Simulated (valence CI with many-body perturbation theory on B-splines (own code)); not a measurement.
# Pm¹²⁺: calculated level list

Level of theory: valence CI with perturbative core correlation (CI+MBPT): three valence electrons over a frozen Dirac-Fock core [Kr] 4d10, radial functions for each j: 8 s, 8 p, 9 d, 9 f, 6 g, 3 h, 2 i, with the one-electron correlation potential Σ1 (screened to all orders), the two-electron term Σ2, the three-electron term Σ3, Breit, model QED; selected single and double excitations, second order for the rest (own B-spline code, finite nucleus).

No measured levels were compared; by estimate terms of the open shell hold to a few per cent of their energy, and close levels can change places; configurations with another count of f electrons can be misplaced by thousands of cm⁻¹. Core correlation moves these levels by up to 52000 cm⁻¹, and in measured spectra 5 to 20 % of such shifts remained as error; rates that hang on mixing are uncertain with them.

Levels 46 to 67 of 67, with energies above the lowest level, 4f5s² ²F°_5/2. "Leading %" is the weight of the configuration and term that name the level; weights of strongly mixed levels are sums over their largest components and can fall short. In the jj column 3d3/2^4 stands for four electrons in 3d with j = 3/2. Lifetimes count E1, E2, E3, M1 and M2 decay at the calculated energies, and are blank where another channel may lead or the interval is too uncertain; long ones can be off by a factor of two.

```
No.  Configuration  Term     J  E (cm⁻¹)  Leading %       g              Leading jj  Lifetime
 46            4f³   ⁴F°   9/2    205530         78   1.251    4f5/2 4f7/2^2 (82 %)   1.16 μs
 47            4f³   ²H°  11/2    206350         95   1.095    4f5/2 4f7/2^2 (66 %)    858 ns
 48            4f³   ²G°   7/2    209050         74   0.934    4f5/2^2 4f7/2 (59 %)    946 ns
 49         4f5s5p    ⁴F   7/2    209890         39   1.148   4f5/2 5s 5p3/2 (91 %)   5.15 ns
 50            4f³   ⁴G°   5/2    210110         98   0.574    4f5/2^2 4f7/2 (42 %)    805 ns
 51         4f5s5p    ⁴G   9/2    211590         55   1.242   4f7/2 5s 5p3/2 (59 %)   47.8 ns
 52            4f³   ²K°  13/2    211680         99   0.934    4f5/2^2 4f7/2 (67 %)   1.90 μs
 53            4f³   ⁴G°   7/2    212460         81   0.970    4f5/2^2 4f7/2 (53 %)   1.16 μs
 54         4f5s5p    ⁴D   5/2    212610         39   1.134   4f5/2 5s 5p3/2 (95 %)   4.50 ns
 55            4f³   ⁴G°   9/2    212820         41   1.136    4f5/2 4f7/2^2 (42 %)    837 ns
 56            4f³   ²K°  15/2    214640         95   1.062    4f5/2^2 4f7/2 (46 %)   5.72 μs
 57            4f³   ⁴G°   9/2    214870         57   1.151          4f7/2^3 (46 %)   1.11 μs
 58            4f³   ²D°   3/2    215010         50   1.050    4f5/2 4f7/2^2 (53 %)    298 ns
 59            4f³   ⁴G°  11/2    216310         94   1.262    4f5/2 4f7/2^2 (44 %)   1.06 μs
 60         4f5s5p    ⁴D   3/2    216990         78   1.050   4f5/2 5s 5p3/2 (96 %)   11.9 ns
 61         4f5s5p    ⁴G  11/2    217570        100   1.272  4f7/2 5s 5p3/2 (100 %)    512 μs
 62            4f³   ²P°   1/2    218070         95   0.635    4f5/2 4f7/2^2 (51 %)    511 ns
 63            4f³   ²D°   5/2    218700         97   1.195    4f5/2 4f7/2^2 (70 %)    412 ns
 64         4f5s5p    ²F   7/2    218780         36   1.177   4f7/2 5s 5p3/2 (92 %)   6.82 ns
 65         4f5s5p    ⁴D   1/2    219670        100  -0.004  4f5/2 5s 5p3/2 (100 %)    244 μs
 66            4f³   ²P°   3/2    222420         52   1.095          4f7/2^3 (74 %)    487 ns
 67         4f5s5p    ²D   5/2    224340         39   1.149   4f7/2 5s 5p3/2 (92 %)   1.46 ns
```

Names give the largest LS component (configuration and term), which can be under half, so a name can repeat, a term be missing and a line seem to break the LS rules; names also repeat where a configuration has a term twice.

Where two levels of one J and parity lie close, their mixing, g and order are uncertain.
